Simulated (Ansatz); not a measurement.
Geometry optimisation, Ansatz 0.2.0, RKS PBE0/6-31G.

Input file:

```yaml
crystal:
  periodic: [false, false, false]
  atoms:
    - { symbol: C, position_ang: [-1.7017, -1.0664, -0.5181] }
    - { symbol: C, position_ang: [-0.2724, -1.3155, -0.7402] }
    - { symbol: B, position_ang: [0.5781, -0.6457, 0.4034] }
    - { symbol: "N", position_ang: [1.7328, 0.4283, 0.1029] }
    - { symbol: Si, position_ang: [1.1011, 1.9423, 0.8292] }
    - { symbol: H, position_ang: [-2.3386, -1.48, -1.3448] }
    - { symbol: H, position_ang: [-2.0692, -1.4333, 0.4458] }
    - { symbol: H, position_ang: [-1.8993, 0.0911, -0.5585] }
    - { symbol: H, position_ang: [0.0479, -0.9032, -1.6878] }
    - { symbol: H, position_ang: [-0.0995, -2.4089, -0.7042] }
    - { symbol: H, position_ang: [0.4293, -0.9887, 1.5577] }
    - { symbol: H, position_ang: [1.6992, 0.5833, -0.9089] }
    - { symbol: H, position_ang: [2.0102, 3.0455, 0.5206] }
    - { symbol: H, position_ang: [0.9811, 1.8037, 2.324] }
    - { symbol: H, position_ang: [-0.2209, 2.2967, 0.3081] }
basis:
  gaussian: { orbitals: "6-31G" }
hamiltonian:
  xc: pbe0
relax:
  f_tol: 0.02
  max_steps: 50
output:
  orbitals: {}
```

Run as:

```bash
$ ansatz run input.yaml --threads 1 --pin off --max-ram 2048MiB --backend cpu --events-out ev --progress --plain --runs-dir out
```

Where does it end, and by what steps?

The forces met the threshold. The force dipped under the threshold on the way, but the program's further checks kept it going. Limits of this set-up: no polarisation functions. After 26 steps the energy has fallen by 1.545 eV; H15 moved furthest, 1.76 Å.

| step | energy less start (eV) | largest force component (eV/Å) | accepted |
| --- | --- | --- | --- |
| 0 | 0.0000 | 3.706 | yes |
| 1 | -0.7804 | 2.525 | yes |
| 2 | -1.1056 | 1.397 | yes |
| 3 | -1.2713 | 0.780 | yes |
| 4 | -1.3744 | 0.275 | yes |
| 5 | -1.4464 | 0.193 | yes |
| 6 | -1.4942 | 0.267 | yes |
| 7 | -1.5118 | 0.382 | yes |
| 8 | -1.5242 | 0.126 | yes |
| 9 | -1.5221 | 0.294 | no |
| 10 | -1.5287 | 0.086 | yes |
| 11 | -1.5333 | 0.090 | yes |
| 12 | -1.5355 | 0.132 | yes |
| 13 | -1.5379 | 0.052 | yes |
| 14 | -1.5400 | 0.032 | yes |
| 15 | -1.5410 | 0.089 | yes |
| 16 | -1.5419 | 0.050 | yes |
| 17 | -1.5431 | 0.042 | yes |
| 18 | -1.5438 | 0.029 | yes |
| 19 | -1.5440 | 0.072 | yes |
| 20 | -1.5445 | 0.034 | yes |
| 21 | -1.5447 | 0.019 | yes |
| 22 | -1.5449 | 0.010 | yes |
| 23 | -1.5448 | 0.042 | no |
| 24 | -1.5450 | 0.012 | yes |
| 25 | -1.5450 | 0.022 | no |
| 26 | -1.5450 | 0.006 | yes |

```xyz
15
Properties=species:S:1:pos:R:3
C -1.803 -1.663 -0.666
C -0.325 -1.260 -0.809
B 0.140 -0.208 0.271
N 0.890 0.941 -0.067
Si 1.496 2.187 1.083
H -2.084 -2.443 -1.384
H -2.008 -2.045 0.341
H -2.467 -0.807 -0.833
H -0.130 -0.906 -1.834
H 0.297 -2.162 -0.680
H -0.131 -0.374 1.433
H 1.110 1.081 -1.048
H 2.999 2.275 1.034
H 1.050 1.787 2.454
H 0.946 3.546 0.736
```

Run time: 2.1 min on 1 thread of Arm Neoverse V1, on a shared host, peak memory 0.17 GiB.
